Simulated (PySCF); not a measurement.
Job for PySCF: R-M06-2X/6-31G* on selenium dioxide (SMILES O=[Se]=O).

```python
from pyscf import gto, scf, dft, mp
from pyscf.data.elements import chemcore

mol = gto.M(
    atom='''
    O     1.17233264   -0.93719069    1.04970580
    Se   -0.27466788   -0.30141804    1.37508466
    O    -0.31724838    1.30349628    1.21316146
    ''',
    basis='6-31g*',
    cart=True,
    charge=0, spin=0, verbose=3, max_memory=1800)
mf = dft.RKS(mol, xc='m062x')
mf.conv_tol = 1e-8
mf.max_cycle = 100
mf.kernel()
if not mf.converged:
    mf = mf.newton().run(mf.mo_coeff, mf.mo_occ)
```

Q: Predict the final total energy.

A: -2551.5626 hartree.
